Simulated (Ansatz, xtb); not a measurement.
# Ranking isomers of C6H10O2

3 gas-phase structures of C6H10O2, from a drawn sample of its isomers (lower ones may exist). Each was relaxed with GFN2-xTB:

A. `CO[C@@H]1C(=O)C[C@H]1C`, a singlet
B. `CO[C@@H]1C(O)=C[C@H]1C`, a singlet
C. `CO[C@@H]1C(=O)C[C@@H]1C`, a singlet

Task: Estimate their order in r2SCAN-D4/def2-SVP energy at these geometries, lowest first.

Result: Calculated order at r2SCAN-D4/def2-SVP: C (0.0), A (0.2), B (15.3) kcal/mol. Less than 1 kcal/mol parts C and A, so the order within that pair means little.

Energies above the lowest of each column, in kcal/mol; the last columns are at B3LYP-D3(BJ)/def2-SVP geometries:

```
structure  GFN2-xTB  HF/STO-3G  r2SCAN-D4/def2-SVP  B3LYP-D3(BJ)/def2-SVP  CCSD(T)/def2-SVP + ΔMP2/def2-TZVPP
        C       1.2        0.8                 0.0                    0.0                                 0.1
        A       0.0        0.0                 0.2                    0.0                                 0.0
        B      14.0       25.3                15.3                   16.1                                14.3
```

Every level run on A puts it lowest or level with the lowest. CCSD(T)/def2-SVP + ΔMP2/def2-TZVPP orders those it was run on as A (0.0), C (0.1), B (14.3) kcal/mol. Less than 1 kcal/mol parts A and C, so the order within that pair means little. Some further structures that were screened fall inside this span and aren't listed. Flexible structures stand in one conformer each, not always the lowest. ΔMP2 is the change of the MP2 energy from the smaller to the larger basis.

Programs: Ansatz 0.2.0, xtb 6.7.1.
